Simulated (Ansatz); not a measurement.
Cost and result up the ladder for Si21H30 (51 atoms). The state is a singlet with charge 0. Geometry: r2SCAN-D4/def2-SVP.

```xyz
51

Si    2.098    3.724   -1.602
Si   -3.971    0.826   -1.144
Si   -1.545    3.519   -0.382
Si    0.084    0.585   -1.937
Si   -1.210   -2.203    0.486
Si    1.793    0.199   -0.282
Si   -1.657   -0.100    1.561
Si    2.440   -3.275   -1.188
Si    1.762   -2.966    2.460
Si    1.165    2.993    2.016
Si   -2.163   -0.065   -2.365
Si    0.094   -3.087   -1.297
Si   -0.054    2.937   -2.103
Si    3.370   -1.125   -1.411
Si    2.588    2.363    0.246
Si   -3.745    3.159   -1.111
Si   -3.954    0.097    1.091
Si   -0.995    2.192    1.494
Si   -0.504   -3.555    2.277
Si    1.955   -0.682    1.919
Si    3.031   -4.173    0.898
H     2.131    5.185   -1.278
H     3.042    3.448   -2.733
H    -5.213    0.400   -1.871
H    -1.334    4.942    0.051
H     0.781    0.104   -3.181
H    -2.592   -2.640    0.080
H    -1.487   -0.427    3.018
H     2.839   -4.193   -2.307
H     2.295   -3.127    3.854
H     1.014    4.485    2.070
H     1.672    2.534    3.346
H    -2.281    0.519   -3.746
H    -2.364   -1.539   -2.503
H    -0.241   -2.499   -2.628
H    -0.452   -4.488   -1.291
H    -0.576    3.353   -3.446
H     3.522   -0.733   -2.846
H     4.707   -1.054   -0.739
H     4.031    2.341    0.650
H    -3.944    3.750   -2.473
H    -4.730    3.775   -0.167
H    -4.612    1.123    1.963
H    -4.671   -1.207    1.252
H    -1.903    2.665    2.599
H    -1.245   -3.248    3.540
H    -0.656   -5.011    1.961
H     1.107    0.100    2.872
H     3.379   -0.291    2.205
H     2.703   -5.633    0.962
H     4.496   -3.997    1.157
```

Ansatz on 2 threads of AMD EPYC 7R13 on a shared host and a share (18 GiB) of an NVIDIA H100 80GB HBM3. Times are rough, and most runs start from the orbitals of an earlier one. No level here is sound enough to serve as a yardstick. Binding counts from free atoms at the same level (Si triplet, H doublet; other spins of the atoms weren't run), without zero-point energy or a counterpoise term.

B3LYP takes the VWN-RPA correlation. Correlated methods freeze 105 core orbitals. The rows differ in basis, and correlated rows in double-zeta sets carry the largest basis error. Single mean-field runs in def2-SVP, def2-TZVP are fitted with def2-universal-jkfit.

Correlated methods converge slowly with the basis, most of all in double-zeta sets.

```
                         level  functions  wall time  binding energy per atom (eV)
               PBE-D4/def2-SVP        528      4.2 s                          3.23
     HF/def2-SVP (with forces)        528      4.7 s                          2.35
            r2SCAN-D4/def2-SVP        528      5.5 s                          3.24
                      HF/6-31G        333      5.5 s                          1.97
           r2SCAN0-D4/def2-SVP        528        7 s                          3.22
                B3LYP-D4/6-31G        333      7.5 s                          2.94
                  MP2/def2-SVP        528        8 s                          2.98
              PBE-D4/def2-TZVP        957        9 s                          3.23
PBE0-D4/def2-SVP (with forces)        528       11 s                          3.23
             PBE0-D4/def2-TZVP        957       12 s                          3.23
              ωB97X-V/def2-SVP        528       15 s                          3.27
```
